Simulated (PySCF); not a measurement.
Compound: 2-fluoropyridine, C₅H₄FN.
Atom-mapped SMILES: `[F:1][c:2]1[cH:3][cH:4][cH:5][cH:6][n:7]1` (hydrogens: H8 on C3; H9 on C4; H10 on C5; H11 on C6)

Method: PBE0-D3(BJ)/def2-SVP geometry optimisation, gas phase in PySCF 2.14.0; density fitting, grid level 1; the optimiser is geomeTRIC in internal coordinates, started from an MMFF94s structure.

Geometry at step 2:
```
atom  x, y, z in Å
F1      2.1438   -1.1397   -1.2484
C2      1.0970   -0.6757   -0.5812
C3      0.9549    0.7117   -0.5292
C4     -0.2142    1.1596    0.0737
C5     -1.1403    0.2539    0.5965
C6     -0.8294   -1.1024    0.5507
N7      0.2914   -1.5483   -0.0230
H8      1.7155    1.3777   -0.9395
H9     -0.4107    2.2328    0.1285
H10    -2.0891    0.5854    1.0216
H11    -1.5191   -1.8551    0.9503
```

**Question.** Give the atomic forces at this geometry.

**Answer.** 
```
atom  Fx (eV/Å)  Fy (eV/Å)  Fz (eV/Å)
  F1      0.048     -0.332      0.146
  C2      0.081      0.058      0.183
  C3     -0.460     -0.222      0.242
  C4     -0.035      0.368      0.017
  C5     -0.019     -0.134      0.014
  C6      0.241      0.245     -0.286
  N7      0.086     -0.059     -0.401
  H8     -0.070     -0.034     -0.066
  H9     -0.031      0.031      0.012
 H10      0.050      0.072      0.067
 H11      0.109      0.005      0.071
```

The largest, 0.56 eV/Å, acts on C3; the rms over all components is 0.180 eV/Å. The forces sum to zero within rounding, as they must for an isolated molecule in no field.

**Question.** Give the force on C3 in Eh/bohr and in nN.

**Answer.** 0.565 eV/Å ÷ 51.422 = 0.01099 Eh/bohr, and 0.565 eV/Å × 1.602 = 0.91 nN.

**Question.** How far is this geometry from the end of the optimisation?

**Answer.** 0.043 eV above it, and 0.053 Å rms away after alignment. The bonds farthest from their final lengths, with half the difference of the two atoms' forces along the bond (positive lengthens):

| bond | now (Å) | final (Å) | force along bond (eV/Å) |
| --- | --- | --- | --- |
| C2–N7 | 1.312 | 1.308 | -0.09 |
| C6–N7 | 1.336 | 1.333 | +0.01 |

The angle farthest from its final value is C2–C3–C4, 115.0° against 116.9°.

The cost below is that of the whole optimisation. The run took 82 s wall, 38 s CPU on Intel Xeon at 2.30 GHz, one thread, shared host with 24 logical CPUs at a one-minute load of 24, and the process peaked at 0.51 GiB of memory.
